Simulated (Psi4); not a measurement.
**MoHSO2F (SMILES [O]=[Mo]([OH])([F])=[S]): methods side by side**

MoHSO2F has 6 atoms, charge 0, and is taken as a singlet. SMILES: `[O]=[Mo]([OH])([F])=[S]`. Geometry: optimised at PBE0/def2-TZVP. This is one conformer, not always the lowest.

```xyz
6

O    -1.4670    0.0979    1.1107
Mo   -0.3554    0.0574   -0.1269
O     1.2579   -0.6093    0.5049
F    -1.0050   -0.9761   -1.5040
S    -0.0484    2.0250   -0.8046
H     1.3413   -1.0549    1.3536
```

Each level gives the dipole moment (D). The values are calculated.

| level | kind | program | value (D) | CPU time |
| --- | --- | --- | --- | --- |
| PBE-D4/def2-TZVPP (density fitting, core potential) | GGA | Psi4 | 2.62 | 75 s |
| r2SCAN-D4/def2-TZVPP (density fitting, core potential) | meta-GGA | Psi4 | 2.67 | 3.4 min |
| B3LYP-D4/def2-TZVPP (density fitting, core potential) | global hybrid | Psi4 | 2.52 | 77 s |
| PBE0-D4/def2-TZVPP (density fitting, core potential) | global hybrid | Psi4 | 2.56 | 64 s |
| wB97M-V/def2-TZVPP (density fitting, core potential) | range-separated hybrid | Psi4 | 2.52 | 3.8 min |

The values span 2.52 to 2.67 D. Magnitudes only. Times are those of the runs behind each value, whatever else they computed, on shared processors of several kinds: orders of magnitude only.
